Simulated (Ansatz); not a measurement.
C2H6GaN (`C=[C](N)[GaH2]`). Charge 0, multiplicity 1. The geometry is a stationary point of PBE0-D4/def2-TZVP. It is one conformer, not always the lowest.

```xyz
10

C     1.289   -0.645   -0.176
C     0.092   -0.036   -0.236
N    -0.448    0.465   -1.404
Ga   -0.927    0.055    1.435
H     1.940   -0.741   -1.044
H     1.644   -1.078    0.750
H    -1.152    1.177   -1.322
H     0.180    0.606   -2.182
H    -2.284    0.850    1.480
H    -0.333   -0.652    2.699
```

(1) What is the dipole moment at ωB97M-V/def2-TZVPP? (Estimate.)

(2) And with PBE, r2SCAN, B3LYP? (An estimate is asked.)

(3) Give the Mulliken charges with ωB97M-V, r2SCAN, B3LYP in def2-TZVPP. (An estimate is asked.)

Answers

(1) Computed: 1.50 D, with components (-0.14, 1.13, -0.98) D in this frame, pointing from negative to positive charge.

(2) Computed: PBE 1.67 D, r2SCAN 1.64 D, B3LYP 1.57 D.

(3) Computed: 
| atom | ωB97M-V | r2SCAN | B3LYP |
| --- | --- | --- | --- |
| C1 | -0.27 | -0.25 | -0.29 |
| C2 | 0.00 | 0.04 | 0.07 |
| N3 | -0.25 | -0.33 | -0.29 |
| Ga4 | 0.17 | 0.22 | 0.17 |
| H5 | 0.07 | 0.05 | 0.07 |
| H6 | 0.09 | 0.08 | 0.10 |
| H7 | 0.13 | 0.17 | 0.15 |
| H8 | 0.11 | 0.15 | 0.14 |
| H9 | -0.03 | -0.07 | -0.06 |
| H10 | -0.02 | -0.06 | -0.05 |

B3LYP here is the variant with VWN-RPA as its local correlation; programs differ in this.
